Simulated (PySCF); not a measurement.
C3H6F2Si. Atoms are numbered in the order given.

```xyz
12

C     -0.7077     2.6485     0.0000
C     -0.7254     1.1521     0.0000
C      0.3537     0.3617     0.0000
F      1.6049     0.9031     0.0000
Si     0.3473    -1.5101     0.0000
F     -1.2211    -1.9585     0.0000
H     -1.2338     3.0459    -0.8847
H      0.3195     3.0372     0.0000
H     -1.2338     3.0459     0.8847
H     -1.6930     0.6399     0.0000
H      1.0004    -2.0513     1.2195
H      1.0004    -2.0513    -1.2195
```

The structure is a stationary point at B3LYP-D3(BJ)/def2-SVP. The structure was generated by enumeration; whether it is a known compound was not checked. The values are those of a single conformer.

All values below come from ωB97X/def2-TZVP (PySCF).

Question: Estimate the frontier levels, gap, dipole moment and polarisability. (Estimate from the structure and the level; the computed values follow.)

Answer: 
| Quantity | Value |
|---|---|
| highest occupied level | -9.83 eV |
| lowest empty level | 1.90 eV |
| orbital gap | 11.73 eV |
| dipole moment | 0.84 D |
| quadrupole, principal values (traceless, Buckingham form, about the centre of nuclear charge) | -7.83, -0.23, 8.06 D·Å |
| mean static polarisability | 61.8 bohr³ (9.16 Å³) |
| polarisability, principal values | 48.9, 54.2, 82.5 bohr³ |
